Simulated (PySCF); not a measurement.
Frontier orbitals and the lowest excitations

Species: C₁₀H₈.
Z-matrix (Å and degrees, PBE0-D3(BJ)/def2-SVP geometry), rows numbered from 1:
```
C 
C   1  1.3225
C   2  1.4321  1   62.81
C   3  1.3402  1  153.17  2   179.89
C   4  1.4603  3  125.71  1     0.12
C   5  1.4062  4  119.48  3   179.95
C   6  1.3916  5  121.44  4   179.99
C   7  1.3941  6  120.38  5     0.00
C   8  1.3959  7  119.00  6    -0.00
C   9  1.3903  8  120.63  7     0.00
H   1  1.0875  2  148.01  3   180.00
H   2  1.0880  1  148.20  3   180.00
H   4  1.0933  3  117.41  1  -179.91
H   6  1.0935  5  118.86  4    -0.01
H   7  1.0931  6  119.59  5   179.99
H   8  1.0923  7  120.54  6  -180.00
H   9  1.0932  8  119.89  7  -179.98
H  10  1.0916  5  119.55  4    -0.01
```

Level of theory: TDDFT B3LYP/def2-SVPD, vertical, gas phase, core orbitals frozen in the response (PySCF 2.14.0, density-fitted response routines).

Kohn–Sham orbitals with the atoms that hold most of them (Löwdin shares over 4%, at most four atoms; ? is withheld):

| orbital | ε (eV) | atoms |
| --- | --- | --- |
| LUMO+2 | -0.05 | C9 21%, C6 21%, C10 14%, C7 14% |
| LUMO+1 | -0.46 | C5 16%, C8 15%, C3 14%, C10 11% |
| LUMO | ? | C2 39%, C1 38%, C3 8%, H12 7% |
| HOMO | -5.30 | ? |
| HOMO-1 | -6.73 | ? |
| HOMO-2 | -7.57 | C8 18%, C5 17%, C4 17%, C9 10% |
| HOMO-3 | -8.75 | C3 18%, C4 13%, C1 13%, C2 12% |

(1) Which atoms hold the HOMO-1, and with what shares?

(2) Give the leading atoms of the HOMO.

(3) What is the LUMO energy, and the HOMO–LUMO gap?

Results:

(1) C10 (bonded to 2 C and H) 20%; C7 (bonded to 2 C and H) 20%; C9 (bonded to 2 C and H) 20%; C6 (bonded to 2 C and H) 20%.

(2) C4 (bonded to 2 C and H) 22%; C3 (bonded to 3 C) 18%; C8 (bonded to 2 C and H) 11%; C5 (bonded to 3 C) 9%.

(3) ε(LUMO) = -1.19 eV; the gap is 4.10 eV (0.1507 hartree).

**Question.** How does S1 compare with the orbital gap of 4.10 eV?

**Answer.** S1 is at 3.31 eV (f = 0.0064), 0.79 eV below the gap, made of HOMO→LUMO (99%). Without the coupling terms of the response equations the lowest excitation would equal the gap.

**Question.** One configuration dominates each of S1 and S4. Which, and how do the shares of the two leading atoms of either orbital change from the occupied to the empty one?

**Answer.** 
- S1 (3.31 eV, f 0.0064), HOMO→LUMO (99%): C4 22% → at most 7%, C3 18% → 8%, C2 at most 9% → 39%, C1 at most 9% → 38%
- S4 (4.98 eV, f 0.039), HOMO-1→LUMO (97%): C10 20% → at most 7%, C7 20% → at most 7%, C2 at most 20% → 39%, C1 at most 20% → 38%

Time: 4.4 min of wall time. Hardware: an Arm Neoverse N1 with one thread, shared host.

One conformer stands for the species.
